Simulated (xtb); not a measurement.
Harmonic IR lines of one isomer of C₅H₈, unscaled. Calculation: GFN2-xTB (xtb 6.7.1).

| wavenumber (cm⁻¹) | relative intensity |
|---|---|
| 641 | 22 |
| 662 | 17 |
| 780 | 6.3 |
| 919 | 5.4 |
| 1022 | 3.2 |
| 1116 | 3.4 |
| 1354 | 3.3 |
| 1505 | 4.0 |
| 2297 | 19 |
| 2938 | 20 |
| 2954 | 25 |
| 2974 | 47 |
| 2987 | 32 |
| 3026 | 100 |
| 3039 | 28 |

Q: Say which structure gives these lines.
A. `C[C@]12C[C@H]1C2`
B. `CCC1C=C1`
C. `C=C1C[C@@H]1C`
D. `C#CCCC`

A: D, `C#CCCC`
